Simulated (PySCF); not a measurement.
[Bi(SH)4]− at several levels of theory

Computed with PySCF 2.14.0 (density fitting, no spin-orbit coupling) at the geometry relaxed with PBE0:

```xyz
9
[Bi(SH)4]− (singlet)
Bi    0.0000    0.0000    0.9569
S     2.0803    1.8524    0.7145
H     2.5392    1.2939   -0.4272
S    -2.0803   -1.8524    0.7145
H    -2.5392   -1.2939   -0.4272
S     1.3687   -1.4998   -0.6298
H     0.2963   -2.3282   -0.6874
S    -1.3687    1.4998   -0.6298
H    -0.2963    2.3282   -0.6874
```

```json
{"level": "PBE0", "basis": "Bi def2-SVP with ECP60, S def2-SVP, H def2-SVP", "state": "singlet", "HOMO (eV)": "-2.01", "gap (eV)": "4.44", "charge on Bi1 (e)": "0.62", "dipole about the centre of mass (D)": "2.09", "largest force component (eV/Å)": "0.02"}
{"level": "PBE", "basis": "the same", "state": "singlet", "HOMO (eV)": "-0.93", "gap (eV)": "2.78", "charge on Bi1 (e)": "0.52", "dipole about the centre of mass (D)": "2.02", "largest force component (eV/Å)": "0.47"}
{"level": "TPSSh", "basis": "the same", "state": "singlet", "HOMO (eV)": "-1.50", "gap (eV)": "3.58", "charge on Bi1 (e)": "0.62", "dipole about the centre of mass (D)": "2.13", "largest force component (eV/Å)": "0.24"}
```

Charges are Mulliken's, which hang on the basis. The relaxation used the grid (50, 194), these runs (75, 302) or, all-electron (x2c bases, spin-free X2C Hamiltonian), (99, 590).

(1) What does PBE0 with Bi def2-TZVP with ECP60, S def2-TZVP, H def2-TZVP give here?

Answers

(1) state singlet, HOMO (eV) -2.40, gap (eV) 4.37, charge on Bi1 (e) 0.76, dipole about the centre of mass (D) 2.22, largest force component (eV/Å) 0.39. Time: 36 s on 2 threads of Arm Neoverse V1 (shared host), from free ions and atoms.
